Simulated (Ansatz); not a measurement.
Relaxation of GeH$_{3}$S (5 atoms, charge 0, multiplicity 2), to a largest force component of 0.02 eV/Å in at most 40 steps.

Level of theory: UKS B3LYP-D4/def2-SVP in Ansatz 0.2.0.

```xyz
5
Properties=species:S:1:pos:R:3:forces:R:3
S 1.222 -0.903 0.557 -1.57 -0.53 0.44
Ge -0.372 0.648 0.017 0.87 0.33 0.71
H 0.170 -1.752 1.018 1.28 0.76 -0.51
H -1.288 0.049 -1.005 -0.71 -0.47 -0.69
H 0.319 1.885 -0.628 0.13 -0.08 0.04
```

**Question.** Where does it end, and by what steps?

**Answer.** The forces met the threshold. After 5 steps the energy has fallen by 0.141 eV; S1 moved furthest, 0.15 Å.

| step | energy less start (eV) | largest force component (eV/Å) | accepted |
| --- | --- | --- | --- |
| 0 | 0.0000 | 1.568 | yes |
| 1 | -0.1118 | 0.611 | yes |
| 2 | -0.1313 | 0.162 | yes |
| 3 | -0.1379 | 0.061 | yes |
| 4 | -0.1401 | 0.064 | yes |
| 5 | -0.1405 | 0.008 | yes |

```xyz
5
Properties=species:S:1:pos:R:3
S 1.149 -0.813 0.659
Ge -0.408 0.693 0.039
H 0.258 -1.799 0.915
H -1.369 0.034 -1.000
H 0.420 1.811 -0.654
```

Whether the end is a true minimum wasn't checked by a vibrational analysis.

The run took 10 s on 1 thread of Intel(R) Xeon(R) 6975P-C (Granite Rapids), on a shared host, peak memory 0.18 GiB.
